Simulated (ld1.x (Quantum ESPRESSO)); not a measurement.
Reading a pseudo-wave (Hg)

Columns: radius, all-electron u(r) and pseudo u(r) of the 6s shell (level -7.13 eV) of mercury in the configuration [Xe] 4f14 5d10 6s2 6p0; LDA (PZ), scalar-relativistic, RRKJ scheme, ld1.x (Quantum ESPRESSO) 7.5.

```csv
r (bohr),all-electron,pseudo
0.155,0.1266,-0.0520
0.310,-0.2095,-0.0887
0.465,0.0204,-0.1051
0.620,0.2787,-0.1101
0.775,0.3132,-0.1221
0.930,0.1838,-0.1589
1.085,-0.0104,-0.2275
1.240,-0.2052,-0.3214
1.395,-0.3708,-0.4243
1.550,-0.4983,-0.5190
1.705,-0.5885,-0.5944
1.860,-0.6465,-0.6472
2.015,-0.6784,-0.6784
2.170,-0.6898,-0.6898
2.325,-0.6858,-0.6858
2.480,-0.6704,-0.6704
2.635,-0.6468,-0.6468
2.790,-0.6177,-0.6177
2.945,-0.5850,-0.5850
3.100,-0.5503,-0.5503
3.255,-0.5147,-0.5147
3.410,-0.4791,-0.4791
3.565,-0.4441,-0.4441
3.720,-0.4102,-0.4102
3.875,-0.3777,-0.3777
4.030,-0.3468,-0.3468
```

Problem. How many radial nodes do the two functions have?

Solution. The all-electron 6s function has n − l − 1 = 5 (the table is too coarse to show those close to the nucleus); the pseudo-wave has 0, since the states of the same l below it are removed with the core.

Problem. At about which radius was the pseudo-wave matched?

Solution. 2.00 bohr, where the columns begin to agree (steps of 0.15 bohr).

Problem. Where does each function peak?

Solution. Outermost all-electron maximum near 2.17 bohr, pseudo maximum near 2.17 bohr (to the table’s step).

Problem. Is the pseudo-wave norm-conserving?

Solution. Yes: the RRKJ scheme keeps the norm inside the radius equal to the all-electron one, which fixes the energy derivative of the logarithmic derivative at the level.
